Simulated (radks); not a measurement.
Results of a calculation; reference values are marked as such.
Valence configurations of the gallium ion Ga3+ (all share [Ar]). Level of theory: scalar-relativistic Kohn-Sham, SCAN, spin-polarised, spherical densities, finite nucleus; open shells are filled with parallel spins first; meta-GGA in the generalised Kohn-Sham scheme; Fermi nuclear charge, rms radius 3.9973 fm (a radial shooting solver on a logarithmic mesh with Libxc functionals). Order these by energy: 3d10; 3d8 4s1 4p1; 3d9 4s0.5 4p0.5; 3d8 4p2; 3d9.5 4s0.5; 3d9 4p1; 3d8 4s0.5 4p1.5.

Answer. From the lowest, in eV above it: 3d10 0.000; 3d9.5 4s0.5 8.880; 3d9 4s0.5 4p0.5 23.615; 3d9 4p1 28.753; 3d8 4s1 4p1 51.607; 3d8 4s0.5 4p1.5 57.224; 3d8 4p2 62.776. NIST lists [Ar] 3d10 as the ground configuration; this level of theory agrees among the configurations tried. The energies are those of spherical high-spin densities, not of single terms. No valid solution was reached for [Ar] 3d7 4s2 4p1; [Ar] 3d8 4s2; [Ar] 3d9 4s1.
